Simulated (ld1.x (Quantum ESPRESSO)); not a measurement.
**Which change was made? (Sb, TM)**

```
Element                 : Sb
Generator               : ld1.x (Quantum ESPRESSO) 7.5
Type                    : norm-conserving Troullier–Martins (Kleinman–Bylander form)
Functional              : PBE
Relativity              : fully relativistic
Frozen core             : [Kr]
Valence charge          : 15
Reference configuration : 4d10 5s2 5p3
Partial waves           : 5p (bound): rc 2.00 bohr; 4d (bound): rc 1.45 bohr; 5s (bound): rc 1.85 bohr
Local potential         : the s channel
Core correction         : Bessel-smoothed model core, default radius (core density twice the valence density)
```

Open shells are filled in proportion to 2j + 1 (rel_dist='average').

Cutoffs, loose and tight: the cutoffs (Ry, on a coarse ladder) from which the occupation-weighted sum of valence levels, in a spherical-Bessel basis at the reference potential, stays within 10 and 1 mRy of its value at 400 Ry. They do not see the model core or the augmentation charge, which bear on the density cutoff. Test errors are all-electron minus pseudo excitation energies from the reference, over the configurations 4d10 5s2 5p2; 4d10 5s2 5p1; 4d10 5s2 5p0; 4d10 5s2 5p3.3; 4d9 5s2 5p3; 4d10 5s2 5p2.5; 4d10 5s1 5p0; variants that change the core or the reference have their own tests. The largest error is taken over the tests solved by every variant that gives reliable tests at all, those not shown here included: 4d10 5s1 5p0; 4d10 5s2 5p0; 4d10 5s2 5p1; 4d10 5s2 5p2; 4d10 5s2 5p2.5; 4d10 5s2 5p3.3.

The base gives: outcome: generated; cutoff, loose: 90 Ry; cutoff, tight: 160 Ry; bound ghosts: none; largest test error (meV): -13.

Question: After one change the result is: outcome: generated; cutoff, loose: 110 Ry; cutoff, tight: 180 Ry; bound ghosts: p3/2, p1/2; largest test error (meV): +43. Which change was it?
A. all radii but the core radius scaled by about 0.78 (s 1.44, p 1.56, d 1.12 bohr)
B. type TM semilocal; scalar-relativistic; local potential the p channel
C. wave 4d (bound): rc 1.45 bohr becomes 4d (bound): rc 1.10 bohr
D. reference 4d10 5s2 5p2

Answer: A. The others give: wave 4d (bound): rc 1.45 bohr becomes 4d (bound): rc 1.10 bohr → outcome: generated; cutoff, loose: 110 Ry; cutoff, tight: 180 Ry; bound ghosts: none; largest test error (meV): -13 | type TM semilocal; scalar-relativistic; local potential the p channel → outcome: generated; cutoff, loose: 90 Ry; cutoff, tight: 160 Ry; bound ghosts: none; largest test error (meV): -28 | reference 4d10 5s2 5p2 → outcome: generated; cutoff, loose: 90 Ry; cutoff, tight: 160 Ry; bound ghosts: none; largest test error (meV): -486.
